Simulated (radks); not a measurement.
Valence configurations of Se (all share [Ar]). Calculated with a radial shooting solver on a logarithmic mesh with Libxc functionals: Dirac Kohn-Sham, LDA (Slater exchange, Perdew-Wang correlation), spin-unpolarised, spherical densities, finite nucleus; open shells are shared between the two j in proportion to 2j + 1; Fermi nuclear charge, rms radius 4.14 fm. Energies are relative to 3d10 4s2 4p4; eigenvalues in eV.

| valence | E (eV) | e(3d3/2) | e(3d5/2) | e(4p1/2) | e(4p3/2) | e(4s1/2) |
|---|---|---|---|---|---|---|
| 3d10 4s2 4p4 | 0.000 | -53.903 | -53.006 | -6.917 | -6.530 | -17.478 |
| 3d9.5 4s2 4p4.5 | 24.613 | -59.619 | -58.697 | -7.581 | -7.154 | -18.596 |
| 3d10 4s1 4p5 | 10.934 | -55.471 | -54.573 | -7.537 | -7.129 | -18.310 |
| 3d10 4s1.5 4p4.5 | 5.439 | -54.697 | -53.800 | -7.232 | -6.835 | -17.902 |
| 3d8 4s2 4p6 | 114.11 | -77.562 | -76.562 | -9.577 | -9.027 | -21.840 |
| 3d9 4s2 4p5 | 51.792 | -65.470 | -64.522 | -8.246 | -7.778 | -19.694 |
| 3d10 4p6 | 22.084 | -56.966 | -56.067 | -8.120 | -7.692 | - |

NIST lists [Ar] 3d10 4s2 4p4 as the ground configuration; this level of theory agrees among the configurations tried. The energies are those of spherical spin-averaged densities, not of single terms.
